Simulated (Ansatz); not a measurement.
```yaml
crystal:
  periodic: [false, false, false]
  atoms:
    - {symbol: V, position_ang: [-0.002768, 0.036112, 0.006472]}
    - {symbol: O, position_ang: [-0.010272, 0.029004, 1.553848]}
    - {symbol: O, position_ang: [1.673974, 0.397529, -0.594198]}
    - {symbol: H, position_ang: [2.369613, 0.555536, -0.004182]}
    - {symbol: O, position_ang: [-1.150925, 1.197082, -0.624331]}
    - {symbol: H, position_ang: [-1.620766, 1.760621, 0.068431]}
    - {symbol: O, position_ang: [-0.449633, -1.632833, -0.527895]}
    - {symbol: H, position_ang: [-0.678328, -2.336468, 0.105062]}
basis:
  gaussian: {orbitals: def2-mTZVP, final_grid: {core_spheres: 8, valence_spheres: 7, degree: 23}}
total_charge: 1
magnetization: {spin_polarized: true, initial_magnetization: 1}
hamiltonian: {xc: {name: RPBE}, dispersion: d3bj}
output: {forces: true}
```

```sh
$ ansatz run in.yaml --threads 4 --pin off --events-out ev --progress --plain --max-ram 3916MiB
```

Output, abridged:

```
Functional definition: RPBE
1098 factors; their error is unknown
mean field evaluation 1: about -33893.3196 eV, gradient 9.7e1 eV
mean field evaluation 2: about -33360.7264 eV, gradient 4.1e2 eV
mean field evaluation 4: about -33876.2873 eV, gradient 1.2e2 eV
mean field evaluation 8: about -33919.3657 eV, gradient 1.8e1 eV
mean field evaluation 16: about -33920.7995 eV, gradient 5.0e-3 eV
mean field evaluation 32: about -33919.2181 eV, gradient 5.1e0 eV
mean field -33920.79951549 eV, -1246.5663898504 hartree, gradient 3.3e-5 eV, S^2 0.766706; 4 other end points of the search recorded, 0 dependent functions left out
reference -33920.79954519 eV, -1246.5663909420 hartree; 29, 28 occupied and 109, 110 virtual orbitals, 1098 factors
Total energy: -33921.74844752 eV, -1246.6012624593 hartree
Atom 0 at    -0.002768     0.036112     0.006472 Å, force     0.817293    -0.965834    -0.352164 eV/Å
Atom 1 at    -0.010272     0.029004     1.553848 Å, force    -0.037731     0.237281     1.439066 eV/Å
Atom 2 at     1.673974     0.397529    -0.594198 Å, force    -2.113819    -0.455078    -2.366181 eV/Å
Atom 3 at     2.369613     0.555536    -0.004182 Å, force     2.658910     0.579739     2.134295 eV/Å
Atom 4 at    -1.150925     1.197082    -0.624331 Å, force    -1.348857     1.570796     0.357737 eV/Å
Atom 5 at    -1.620766     1.760621     0.068431 Å, force     0.201047    -0.356799    -0.811835 eV/Å
Atom 6 at    -0.449633    -1.632833    -0.527895 Å, force    -0.070728    -0.124825    -0.809346 eV/Å
Atom 7 at    -0.678328    -2.336468     0.105062 Å, force    -0.106114    -0.485280     0.408428 eV/Å
Dipole moment:     0.005238    -0.011022     0.233730 e Å
```

It took 7.5 s on 4 threads of Arm Neoverse N1 on a shared host.

The dipole of an ion depends on the origin.
